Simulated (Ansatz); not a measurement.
Reaction (formal exchange of groups at a C–C bond): `CC1=CN1` + SiH₄ → `[SiH3]C1=CN1` + CH₄

Program: Ansatz. Geometries: PBE0-D4/def2-TZVP. ΔE: electronic, gas phase. CCSD(T)/CBS adds triple-zeta CCSD(T) − MP2 to the extrapolated MP2 energy (def2 sets, frozen cores). This one scheme is used for every species. Functionals use def2-TZVPP.

`CC1=CN1`:

Z-matrix (Å, degrees):
```
C
C 1 1.457
H 1 1.095 2 109.4
H 1 1.094 2 110.7 3 117.9
H 1 1.091 2 111.2 3 -120.9
C 2 1.272 1 158.5 3 116.6
N 2 1.498 1 135.6 3 -49.1
H 6 1.074 2 156.8 1 -3.4
H 7 1.025 2 107.9 1 -87.2
```

SiH₄:

```xyz
5

Si    0.000    0.000    0.000
H    -0.601   -0.478    1.271
H    -1.022    0.738   -0.784
H     0.482   -1.163   -0.787
H     1.140    0.902    0.300
```

`[SiH3]C1=CN1`:

Cartesian coordinates in Å:
```
Si 0.227 -0.414 1.410
C -0.068 -0.030 -0.353
C -0.200 -0.184 -1.616
N -0.728 1.105 -1.192
H 1.227 0.539 1.956
H 0.739 -1.802 1.520
H -1.042 -0.267 2.166
H -0.144 -0.762 -2.523
H -0.011 1.815 -1.369
```

CH₄:

```xyz
5

C     0.000    0.000    0.000
H     0.894   -0.491    0.384
H    -0.421    0.643    0.773
H    -0.734   -0.753   -0.286
H     0.261    0.601   -0.870
```

```json
{"level": "r2SCANh-D4", "ΔE (kcal/mol)": "-11.3"}
{"level": "LC-ωPBE", "ΔE (kcal/mol)": "-9.3"}
```

(1) What does CCSD(T)/CBS give? (Estimate.)

Largest T1 diagnostic among the species: 0.012.

## Answers

(1) Ansatz gave: -11.6 kcal/mol. The listed levels differ from it by 0.3, 2.3 kcal/mol.

At CCSD(T), def2-SVP lies +3.2 kcal/mol from the extrapolated value and def2-TZVPP +0.5 kcal/mol. In def2-TZVPP, CCSD(T) changes the Hartree–Fock value by −1.4 kcal/mol (the triples alone add −0.4 kcal/mol) and MP2 by −2.1 kcal/mol.
